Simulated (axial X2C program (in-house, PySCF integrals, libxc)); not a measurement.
FeCl: cheaper levels and CCSD(T), 2c

Calculated with an in-house relativistic program for diatomic molecules. Two-component (2c) means X2C with spin–orbit coupling and atomic mean-field two-electron Coulomb and Gaunt terms. Basis: Fe dyall-cv3z [9s10p6d3f2g], Cl dyall-av3z [9s8p3d2f] (cores contracted in-house); Gaussian nuclei, density fitting, unrestricted open shells. Masses: Fe 55.935 u, Cl 34.969 u.

State: Ω = 9/2 (⟨Sz⟩ = 2.50, ⟨Lz⟩ = 2.00 at HF); fragments Fe + Cl.

```csv
level,Re (Å),ωe (cm⁻¹)
HF,2.258,385.1
MP2,2.200,399.4
CCSD,2.204,398.6
PBE50,2.190,404.9
```

Correlated methods: 15 electrons correlated (number of frozen shells: Fe 3 s, 2 p; Cl 2 s, 1 p), 249 virtual spin orbitals or spinors in MP2, 90 natural virtuals in coupled cluster.

CCSD(T), same Hamiltonian and basis:

Re = 2.200 Å, ωe = 398.5 cm⁻¹; T1 = 0.015 (Lee–Taylor normalisation).

Question: Give the differences from CCSD(T) in the columns below.

Answer: 

| level | ΔRe (Å) | Δωe (cm⁻¹) |
| --- | --- | --- |
| HF | 0.058 | -13 |
| MP2 | 0.000 | 1 |
| CCSD | 0.004 | 0 |
| PBE50 | -0.010 | 6 |

The state is a single determinant with fixed occupations, the lowest that a limited PBE0 search found. De is not given where an atomic determinant may have missed its ground term or J level, or where the truncated virtual space spoils (T). Density functionals use the spin component along the axis (collinear). CCSD and (T) use frozen natural virtuals with an MP2 correction for the truncation; (T) itself is uncorrected, so its De runs slightly low. PBE0 can misorder states that lie within some tenths of an eV, so this need not be the ground state of the molecule. The nearest other spin-free determinant of the search, M_S = 5/2, Λ = 0, lies 0.15 eV up at the distance of the search. Without a current term, density functionals place determinants with orbital angular momentum somewhat too high. With several unpaired electrons one determinant need not be a pure state. A state of lower Ω lies just above, and one determinant can place such states too high, so the state shown need not be the lowest. The search has Ω = 1/2 only 0.09 eV up.
